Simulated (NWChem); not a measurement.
**Basis-set dependence for HCu**

```
Cu
H 1 1.4632
```
Charge 0, spin multiplicity 1.

All runs are NWChem calculations. Structure: optimised with PBE/def2-SVP, a minimum by its harmonic frequencies.

Hartree-Fock energies in Ha, correlation energies in mHa.

The correlated methods keep 9 core orbitals frozen. The structure started from a generated list of species. Coupled-cluster values serve here as a point of comparison, not as the truth.

```json
[
 {"basis": "def2-SVP", "functions": "36", "RHF": "-1639.23628", "MP2": "-320.6", "SCS-MP2": "-285.4", "CCSD": "-292.6", "CCSD+T(CCSD)": "-311.4", "CCSD(T)": "-305.8", "CR-CCSD[T]": "-307.1", "CR-CCSD(T)": "-302.8"},
 {"basis": "def2-TZVP", "functions": "51", "RHF": "-1639.47065", "MP2": "-443.8", "SCS-MP2": "-395.3", "CCSD": "-391.8", "CCSD+T(CCSD)": "-412.2", "CCSD(T)": "-406.1", "CR-CCSD[T]": "-407.4", "CR-CCSD(T)": "-403.0"},
 {"basis": "def2-QZVP", "functions": "114", "RHF": "-1639.51280", "MP2": "-545.1", "SCS-MP2": "-486.6", "CCSD": "-480.5", "CCSD+T(CCSD)": "-509.5", "CCSD(T)": "-503.6", "CR-CCSD[T]": "-502.9", "CR-CCSD(T)": "-498.6"}
]
```

From def2-TZVP to def2-QZVP the Hartree-Fock energy moves by -42.2 mHa and the MP2 correlation energy by -101.4 mHa, which is 19 % of its value in the larger set.
